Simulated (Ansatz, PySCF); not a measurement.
This triplet is an excited state, 2.28 eV above the relaxed singlet at the level frozen-core CCSD(T)/cc-pVTZ // B3LYP-D3(BJ)/def2-TZVP (Ansatz, an electronic-structure program).

B3LYP has the VWN-RPA correlation part, as in Gaussian. 

## HClGeS, SMILES `[SH][Ge][Cl]` (excited triplet; H–S–Ge–Cl torsion 92°) (charge 0, multiplicity 3)

The numbers are results of B3LYP-D3(BJ)/def2-TZVP in PySCF, not measurements.

```json
{
 "highest_occupied_spin_orbital": "-5.09 eV",
 "dipole_moment": "1.77 D",
 "total_energy": "-2936.0993 Ha",
 "cost": "about 70 core-seconds (a rough figure)"
}
```

```xyz
4

S     -1.3681    -0.3719     0.3627
Ge     0.5211     0.8474     0.3973
Cl     2.4609    -0.1648     0.2031
H     -1.6139    -0.3107    -0.9631
```
Charge 0, spin multiplicity 3.
